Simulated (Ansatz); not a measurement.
Worked example: a bond strength in CH6ClNSi (SMILES C[SiH](N)Cl)

CH6ClNSi: 10 atoms, total charge 0, spin state singlet. SMILES: `C[SiH](N)Cl`. The shape was relaxed beforehand at B3LYP/def2-SVP. This is one conformer, not always the lowest.

```xyz
10

C    -0.9333    0.9665   -0.4323
Si   -0.0575   -0.6467   -0.0732
N     1.2067   -0.3809    1.0682
Cl    0.6120   -1.4052   -1.9262
H    -1.7406    0.8167   -1.1658
H    -1.3671    1.3851    0.4901
H    -0.2331    1.7064   -0.8535
H    -0.9477   -1.6954    0.4869
H     1.8645    0.3809    0.9233
H     1.6792   -1.1785    1.4854
```

Wanted: the dissociation energy of the H5–C1 bond into doublet H and doublet CH5ClNSi (shapes relaxed at B3LYP/def2-SVP, no zero-point term). 1 Eh = 2625.50 kJ/mol = 27.2114 eV. Totals in Eh; open shells run unrestricted unless said.

| level | program | CH6ClNSi | doublet H | doublet CH5ClNSi |
| --- | --- | --- | --- | --- |
| HF/def2-SVP | Ansatz | -844.034500 | -0.499278 | -843.404582 |
| PBE/def2-SVP | Ansatz | -845.473872 | -0.498629 | -844.806286 |
| B3LYP/def2-SVP | Ansatz | -845.980696 | -0.501259 | -845.309668 |

Q: Work out the dissociation energy at each level.

A: 
1. HF/def2-SVP: (-0.499278) + (-843.404582) − (-844.034500) = 0.130640 Eh = 343.0 kJ/mol = 3.55 eV.
2. PBE/def2-SVP: (-0.498629) + (-844.806286) − (-845.473872) = 0.168957 Eh = 443.6 kJ/mol = 4.60 eV.
3. B3LYP/def2-SVP: (-0.501259) + (-845.309668) − (-845.980696) = 0.169769 Eh = 445.7 kJ/mol = 4.62 eV.

The levels span 343 to 446 kJ/mol; no measured value is set beside them. Hartree–Fock lacks the correlation of the bonding electrons, so it comes out low. A bond enthalpy at 298 K also holds the loss of zero-point energy and thermal terms.
